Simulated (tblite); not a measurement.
Run record: tight-binding relaxation, `C[C@@H]1C[P@]1(=[Se])CCP`.

Computed with GFN2-xTB geometry optimisation, gas phase (tblite 0.8.0). Start geometry: from a force field or distance geometry. The input is one job of a driver script: a line of settings, then coordinates in Å.

Command:
```bash
OMP_NUM_THREADS=1 python probes_run.py task.json out
```

Input:
```
{"job": {"kind": "relax", "xc": "GFN2-xTB", "basis": "xTB"}, "charge": 0, "multiplicity": 1}
C     -2.739900    -0.254500    -0.239200
C     -1.769800    -0.774300     0.749800
C     -0.919100     0.141800     1.603400
P     -0.015600    -0.888700     0.393200
Se     0.528700    -2.810500     0.364900
C      0.599600     0.018500    -1.042900
C      2.115000    -0.203900    -1.200500
P      2.868700     0.422700     0.366500
H     -3.118600    -1.152300    -0.802400
H     -2.374900     0.521400    -0.899100
H     -3.603700     0.173600     0.350100
H     -2.161900    -1.649900     1.354600
H     -0.759000    -0.138200     2.672000
H     -0.922400     1.218100     1.310300
H      0.411700     1.095700    -0.856300
H      0.129200    -0.292600    -1.960100
H      2.325900    -1.250200    -1.424100
H      2.450000     0.405300    -2.079100
H      3.943800    -0.354200     0.887900
H      3.007000     1.840800     0.447900
```

Output:
```
step      E/eV     max force
  0    -678.86066    3.272
  1    -679.37048    2.938
  2    -679.86956    1.867
  3    -680.18765    1.326
  4    -680.33846    1.011
  5    -680.46134    0.845
  6    -680.52251    0.792
  7    -680.56623    0.634
  8    -680.60457    0.436
  9    -680.63159    0.432
... (105 lines left out)
115    -680.85678    0.016
116    -680.85684    0.018
117    -680.85689    0.017
118    -680.85693    0.017
119    -680.85699    0.019
120    -680.85706    0.020
121    -680.85712    0.016
122    -680.85716    0.012
123    -680.85718    0.011
124    -680.85720    0.010
```

«max force» is the largest atomic force in eV/Å.

Question: From which step on does the largest force stay under 0.1 eV/Å, and how much energy is left to gain from there?

Answer: From step 62 (0.083 eV/Å), 16.3 meV above the end.

Summary of the converged run: energy lowered by 46.0 kcal/mol over 124 steps; largest atomic force 0.010 eV/Å at the end.

Question: Estimate the wall time. Hardware: Arm Neoverse V1, one thread, no GPU, shared host.

Answer: About 1.2 s.
Labels such as C1 count atoms from 1, the log's own numbers from 0.
